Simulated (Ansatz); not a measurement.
`CC(F)OC(F)F` and `CCOC(F)F` differ in one atom or group.

Ansatz, PBE0-D4/def2-TZVP geometries, multiplicity 1. Each molecule was computed in one conformer, which needn't be the lowest.

```tsv
property	`CC(F)OC(F)F`
HOMO energy (PBE0/def2-TZVPP) / eV	-9.68
LUMO energy (B3LYP/def2-TZVPP) / eV	1.04
LUMO energy (ωB97M-V/def2-TZVPP) / eV	2.83
HOMO–LUMO gap (ωB97M-V/def2-TZVPP) / eV	14.96
LUMO energy (PBE/def2-TZVPP) / eV	0.58
HOMO energy (B3LYP/def2-TZVPP) / eV	-9.44
```

(1) What does the change do to each property? (An estimate is asked.)

## Answers

(1) Computed: 
```tsv
property	`CCOC(F)F`	shift
HOMO energy (PBE0/def2-TZVPP) / eV	-8.78	0.90
LUMO energy (B3LYP/def2-TZVPP) / eV	0.84	-0.20
LUMO energy (ωB97M-V/def2-TZVPP) / eV	2.62	-0.21
HOMO–LUMO gap (ωB97M-V/def2-TZVPP) / eV	13.82	-1.14
LUMO energy (PBE/def2-TZVPP) / eV	0.42	-0.16
HOMO energy (B3LYP/def2-TZVPP) / eV	-8.56	0.88
```

With PBE0 the HOMO rises by 0.90 eV and the LUMO falls by 0.22 eV, so the gap narrows by about 1.12 eV. PBE moves the HOMO by 0.80 eV and ωB97M-V by 0.92 eV.

Positive LUMOs are unbound, so they and the gaps depend on the basis.

B3LYP here is the variant with VWN-RPA as its local correlation; programs differ in this.
